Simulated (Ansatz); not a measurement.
Abridged output of a molecular run in Ansatz:

```
Functional definition: HF
1537 factors; integrals over basis functions are off by at most 1.0e-3 eV
mean field evaluation 1: about -60771.9466 eV, gradient 3.7e1 eV
mean field evaluation 2: about -60772.0072 eV, gradient 3.7e1 eV
mean field evaluation 4: about -60775.8483 eV, gradient 3.3e0 eV
mean field evaluation 8: about -60775.8868 eV, gradient 7.4e-5 eV
mean field -60775.88683161 eV, -2233.4726456860 hartree, gradient 2.2e-6 eV, S^2 0.000000; 0 other end points of the search recorded, 0 dependent functions left out
13 core orbitals not correlated: weight in the atoms' cores, before any rotation towards them, 1.000 or more for the frozen orbitals, at most 0.000 for the correlated occupied ones
reference -60775.88683161 eV, -2233.4726456860 hartree; 21, 21 occupied and 114, 114 virtual orbitals, 1537 factors
second order -22.37977307 eV of doubles, -0.00000000 eV of singles
cycle   1  -23.36313418 eV  change   -9.8e-1 eV  update   9.6e-2
cycle   2  -23.99665318 eV  change   -6.3e-1 eV  update   2.8e-2
cycle   3  -24.07997893 eV  change   -8.3e-2 eV  update   1.0e-2
cycle   4  -24.08553646 eV  change   -5.6e-3 eV  update   2.6e-3
cycle   5  -24.08565163 eV  change   -1.2e-4 eV  update   6.9e-4
cycle   6  -24.08567696 eV  change   -2.5e-5 eV  update   1.9e-4
cycle   7  -24.08573410 eV  change   -5.7e-5 eV  update   5.2e-5
cycle   8  -24.08574211 eV  change   -8.0e-6 eV  update   1.5e-5
perturbative correction -0.69556115 eV, -0.0255614008 hartree
Total energy: -60800.66813487 eV, -2234.3833417833 hartree
```

Its atoms:

```xyz
17

C    -0.296   -1.756    0.815
Ge    0.000    0.000    0.000
C    -0.667    1.397    1.200
C    -0.953    0.096   -1.708
C     1.917    0.263   -0.306
H     0.229   -1.832    1.769
H    -1.360   -1.922    0.996
H     0.067   -2.551    0.160
H    -0.510    2.386    0.764
H    -0.149    1.360    2.160
H    -1.736    1.270    1.383
H    -0.804    1.070   -2.179
H    -2.025   -0.051   -1.560
H    -0.594   -0.674   -2.394
H     2.309   -0.507   -0.974
H     2.104    1.238   -0.760
H     2.468    0.212    0.635
```

Problem. Which basis set was used?
A. def2-SVPD
B. def2-TZVPPD
C. cc-pV(T+d)Z
D. def2-SVP

Solution. D. It gives 148 functions.

Problem. Write the keys of the input that set method, charge and spin (a neutral closed shell needs none for the last two).

Solution. 
```yaml
correlation: {method: ccsd_t}
```
